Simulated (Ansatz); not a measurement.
```yaml
crystal:
  periodic: [false, false, false]
  atoms:
    - {symbol: C, position_ang: [-0.807548, 1.104029, 0.245812]}
    - {symbol: N, position_ang: [0.054672, -0.021701, -0.022268]}
    - {symbol: C, position_ang: [-0.447252, -1.253328, 0.540891]}
    - {symbol: Al, position_ang: [1.564577, 0.035750, -0.928977]}
    - {symbol: Cl, position_ang: [2.189094, 1.888318, -1.697449]}
    - {symbol: H, position_ang: [-0.924633, 1.269815, 1.325750]}
    - {symbol: H, position_ang: [-0.400712, 2.016998, -0.192650]}
    - {symbol: H, position_ang: [-1.812010, 0.946443, -0.170936]}
    - {symbol: H, position_ang: [0.226735, -2.085728, 0.320907]}
    - {symbol: H, position_ang: [-1.436332, -1.507829, 0.135419]}
    - {symbol: H, position_ang: [-0.548691, -1.184875, 1.632904]}
    - {symbol: H, position_ang: [2.419000, -1.262992, -1.155504]}
basis:
  gaussian: {orbitals: def2-mTZVPP, final_grid: {core_spheres: 5, valence_spheres: 4, degree: 11}}
magnetization: {spin_polarized: true, initial_magnetization: 4}
hamiltonian: {xc: {name: r2SCAN0}, dispersion: d3bj}
```

```sh
$ ansatz run in.yaml --threads 4 --pin off --events-out ev --progress --plain --max-ram 10444MiB
```

Shortened log:

```
Warning: the engine holds no damping parameters fitted to this dispersion correction and functional, so the run takes those fitted to r2scan0 beside the three-body term, which d3bj leaves out (hamiltonian.dispersion, under Limitations)
Functional definition: r2SCAN0
1450 factors; their error is unknown
mean field evaluation 1: about -22771.2048 eV, gradient 5.0e1 eV
mean field evaluation 2: about -22701.8192 eV, gradient 1.1e2 eV
mean field evaluation 4: about -22784.2338 eV, gradient 1.8e1 eV
mean field evaluation 8: about -22786.8631 eV, gradient 8.9e-1 eV
mean field evaluation 16: about -22787.0395 eV, gradient 1.4e-2 eV
mean field -22787.03945538 eV, -837.4082543751 hartree, gradient 1.9e-5 eV, S^2 6.014735; 4 other end points of the search recorded, 0 dependent functions left out
reference -22787.03946875 eV, -837.4082548664 hartree; 30, 26 occupied and 116, 120 virtual orbitals, 1450 factors
Total energy: -22787.12886269 eV, -837.4115400331 hartree
```

Something in this input is off. What?

The spin is set far too high for this molecule. The run converged. The result belongs to that input, not to the molecule as meant.
